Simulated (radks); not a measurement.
Question: The mean radii <r> (bohr) of the occupied orbitals of an atom or ion are listed with their occupations. Calculated with a radial shooting solver on a logarithmic mesh with Libxc functionals: Dirac Kohn-Sham, PBE, spin-unpolarised, spherical densities, point nucleus.

| orbital | occ. | <r> |
|---|---|---|
| 1s1/2 | 2 | 0.03343 |
| 2s1/2 | 2 | 0.1453 |
| 2p1/2 | 2 | 0.1236 |
| 2p3/2 | 4 | 0.1284 |
| 3s1/2 | 2 | 0.4023 |
| 3p1/2 | 2 | 0.3955 |
| 3p3/2 | 4 | 0.4061 |
| 3d3/2 | 4 | 0.3818 |
| 3d5/2 | 6 | 0.3853 |
| 4s1/2 | 2 | 1.004 |
| 4p1/2 | 2 | 1.077 |
| 4p3/2 | 4 | 1.104 |
| 4d3/2 | 4 | 1.365 |

Name the element and its charge. Open shells, if any, fill j = l - 1/2 first.

Answer: Z = 44, ruthenium, charge +4: Ru4+ in [Kr] 4d4. The 1s radius gives Z: for a bare nucleus <r> = (2 gamma + 1)/(2Z) with gamma = sqrt(1 - (Z/c)^2), 0.03289 bohr for Z = 44, and screening makes it slightly larger (0.03343 here). The occupations add up to 40, and the charge is Z minus that.
